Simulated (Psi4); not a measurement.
A dimer, CHF3 ··· BF3 (SMILES FC(F)F and FB(F)F); the first 5 atoms form monomer A.

```
9

F      1.1821    -0.4740    -0.3460
C     -0.0048     0.0581    -0.0228
F     -0.9717    -0.7222    -0.5254
F     -0.1173     0.0676     1.3127
H     -0.0883     1.0705    -0.4186
F     -2.0155    -3.6176    -0.2718
B     -1.6324    -2.9813     0.8143
F     -2.5014    -2.2748     1.5043
F     -0.3794    -3.0491     1.2095
```

### Question
What interaction energy does SAPT0/jun-cc-pVDZ, frozen core (Psi4) give, and which attractive term is the largest?

### Answer
Total -5.17 kJ/mol: electrostatics -8.97, exchange 10.88, induction -2.07, dispersion -5.01. The most attractive term is electrostatics.
